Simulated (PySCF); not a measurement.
ClH3MoO3S, SMILES [Mo]([Cl])(=[S])([OH])([OH])[OH], multiplicity 1. Atoms are numbered in the order given.

```xyz
9

Mo    -0.2088    -0.2095     0.0000
S      1.6202    -1.2522     0.0000
Cl     0.2967     2.1878     0.0000
O     -0.4664     0.2251    -1.8021
H     -0.3564     1.1384    -2.1128
O     -1.5705    -1.4751     0.0000
H     -1.4552    -2.4367     0.0000
O     -0.4664     0.2251     1.8021
H     -0.3564     1.1384     2.1128
```

Geometry optimised at r2SCAN-D4/def2-SVP. A frequency run showed that this geometry is not a minimum. The multiplicity is an assumed one; other spin states were not compared. The def2 effective core potentials stand for the cores of Mo; spin–orbit coupling is left out. The values are those of a single conformer.

Level of theory: TDA-M06-2X/def2-SVPD (PySCF).

Vertical excitations. Gas-phase values at a fixed geometry. State labels are in the subgroup Cs.

Question: Estimate the UV-visible absorptions. (An estimate is asked for; the answer gives what the named calculation found.)

Answer: 
| state | symmetry | energy (eV) | λ (nm) | f | main pairs |
|---|---|---|---|---|---|
| S1 | A" | 2.68 | 462 | 0.000 | HOMO→LUMO 91 % |
| S2 | A' | 3.43 | 361 | 0.000 | HOMO→LUMO+1 73 %, HOMO−1→LUMO 19 % |
| S3 | A' | 3.66 | 339 | 0.009 | HOMO→LUMO+2 37 %, HOMO−1→LUMO 32 %, HOMO→LUMO+1 18 % |
| S4 | A" | 3.73 | 332 | 0.000 | HOMO−1→LUMO+1 75 % |
| S5 | A" | 3.94 | 315 | 0.000 | HOMO−2→LUMO 90 % |
| S6 | A" | 4.19 | 296 | 0.000 | HOMO−1→LUMO+2 70 %, HOMO−3→LUMO+2 12 % |
| S7 | A' | 4.28 | 289 | 0.012 | HOMO−3→LUMO 44 %, HOMO−1→LUMO 26 %, HOMO−2→LUMO+1 13 %, HOMO→LUMO+2 10 % |
| S8 | A' | 4.31 | 288 | 0.003 | HOMO−5→LUMO 53 %, HOMO−4→LUMO 19 %, HOMO−3→LUMO 11 % |
| S9 | A' | 4.40 | 282 | 0.001 | HOMO−2→LUMO+1 73 % |
| S10 | A" | 4.43 | 280 | 0.001 | HOMO−4→LUMO+1 75 % |
| T1 | A" | 2.43 | 511 | 0 | HOMO→LUMO 91 % |
| T2 | A' | 2.45 | 505 | 0 | HOMO−1→LUMO 62 %, HOMO−3→LUMO 17 %, HOMO−4→LUMO 12 % |
| T3 | A' | 3.10 | 399 | 0 | HOMO→LUMO+1 53 %, HOMO→LUMO+2 33 % |
| T4 | A" | 3.53 | 351 | 0 | HOMO−1→LUMO+1 62 %, HOMO−4→LUMO+1 17 %, HOMO−3→LUMO+1 12 % |
Triplets are in the Tamm–Dancoff approximation.
